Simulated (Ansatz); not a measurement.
`F[SiH2]P[SiH3]` → `[SiH3]P` + `F[SiH]` at 500 K and 1 bar (silylene formation by 1,1-elimination).

Calculated with Ansatz (gas phase, PBE0-D4/def2-TZVP geometries, no zero-point term in ΔE). CCSD(T)/CBS adds triple-zeta CCSD(T) − MP2 to the extrapolated MP2 energy (def2 sets, frozen cores). This one scheme is used for every species. One conformer a species, not always the lowest.

| species | CCSD(T)/CBS energy (Eh) | H − E (kJ/mol) | S (J/(mol·K)) |
| --- | --- | --- | --- |
| `F[SiH2]P[SiH3]` | -1022.56126 | 193.6 | 434.5 |
| `[SiH3]P` | -633.00997 | 141.7 | 322.6 |
| `F[SiH]` | -389.46371 | 40.7 | 260.3 |

H − E and S are ideal-gas, rigid-rotor, harmonic terms from PBE0-D4/def2-TZVP, for one conformer and one mirror image of each species. 1 Eh = 2625.50 kJ/mol, R = 8.31446 J/(mol·K).

Question: By hand: ΔE, ΔH, ΔS and ΔG.

Answer: ΔE = (-633.00997) + (-389.46371) − (-1022.56126) = 0.08758 Eh = 229.9 kJ/mol. Δ(H − E) = 141.7 + 40.7 − 193.6 = -11.2, so ΔH = 218.7 kJ/mol. ΔS = 322.6 + 260.3 − 434.5 = 148.4 J/(mol·K). ΔG = 218.7 − 500 × (148.4)/1000 = 144.5 kJ/mol.

Question: By hand: the equilibrium constant, and the temperature at which ΔG would vanish if ΔH and ΔS stayed fixed.

Answer: log₁₀ K = −ΔG/(RT ln 10) = -15.1. ΔG = 0 at ΔH/ΔS = 1474 K.

The number of gas molecules changes by +1, which sets the sign of ΔS. A doubt of 5 kJ/mol in ΔE shifts log₁₀ K by 0.5 here. Other conformers and mirror images would add mixing entropy, several J/(mol·K) or more a flexible species. Modes under 60 cm⁻¹, often nearly free rotors, make the harmonic entropy too high. These are equilibria of isolated gas molecules and say nothing of rates. Largest T1 diagnostic: 0.015 (customary marks: 0.02 for closed shells, 0.045 for open ones).
